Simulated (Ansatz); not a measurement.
C3H3FSe, SMILES `FCC=C=[Se]`, one more setting.

```yaml
crystal:
  periodic: [false, false, false]
  atoms:
    - {symbol: F, position_ang: [1.473642, 0.758205, 0.506863]}
    - {symbol: C, position_ang: [0.646305, -0.312080, 0.731912]}
    - {symbol: C, position_ang: [-0.531220, -0.298261, -0.193112]}
    - {symbol: C, position_ang: [-0.752254, 0.611574, -1.099143]}
    - {symbol: Se, position_ang: [-1.036559, 1.795027, -2.275242]}
    - {symbol: H, position_ang: [0.310185, -0.270456, 1.774517]}
    - {symbol: H, position_ang: [1.228983, -1.229789, 0.590464]}
    - {symbol: H, position_ang: [-1.246983, -1.111420, -0.092058]}
basis:
  gaussian: {orbitals: def2-mTZVPP}
hamiltonian: {xc: {name: RPBE}, dispersion: d3bj}
output: {forces: true}
```

```sh
$ ansatz run in.yaml --threads 4 --pin off --events-out ev --progress --plain --max-ram 10444MiB
```

Shortened log:

```
Functional definition: RPBE
1248 factors; their error is unknown
mean field evaluation 1: about -71199.9994 eV, gradient 9.7e1 eV
mean field evaluation 2: about -71049.5050 eV, gradient 2.1e2 eV
mean field evaluation 4: about -71222.3270 eV, gradient 1.7e1 eV
mean field evaluation 8: about -71222.9862 eV, gradient 1.9e-1 eV
mean field evaluation 16: about -71222.9417 eV, gradient 2.2e-3 eV
mean field -71222.94173112 eV, -2617.3948319750 hartree, gradient 4.8e-5 eV, S^2 0.000000; 0 other end points of the search recorded, 0 dependent functions left out
reference -71222.94176430 eV, -2617.3948331941 hartree; 32, 32 occupied and 100, 100 virtual orbitals, 1248 factors
Total energy: -71223.85376816 eV, -2617.4283487178 hartree
Atom 0 at     1.473642     0.758205     0.506863 Å, force     0.670637     0.819735    -0.143728 eV/Å
Atom 1 at     0.646305    -0.312080     0.731912 Å, force    -0.292618    -0.488402     0.168819 eV/Å
Atom 2 at    -0.531220    -0.298261    -0.193112 Å, force    -0.092415    -0.383370     0.237665 eV/Å
Atom 3 at    -0.752254     0.611574    -1.099143 Å, force    -0.032315     0.029686    -0.048744 eV/Å
Atom 4 at    -1.036559     1.795027    -2.275242 Å, force    -0.120413     0.545743    -0.534194 eV/Å
Atom 5 at     0.310185    -0.270456     1.774517 Å, force    -0.118557    -0.015459     0.300929 eV/Å
Atom 6 at     1.228983    -1.229789     0.590464 Å, force     0.142904    -0.288386    -0.036036 eV/Å
Atom 7 at    -1.246983    -1.111420    -0.092058 Å, force    -0.157223    -0.219546     0.055289 eV/Å
Dipole moment:    -0.144122    -0.388356     0.202412 e Å
```

Run time 1.3 s (4 threads of an AMD EPYC 7B13 on a shared host); peak host memory 0.18 GiB.
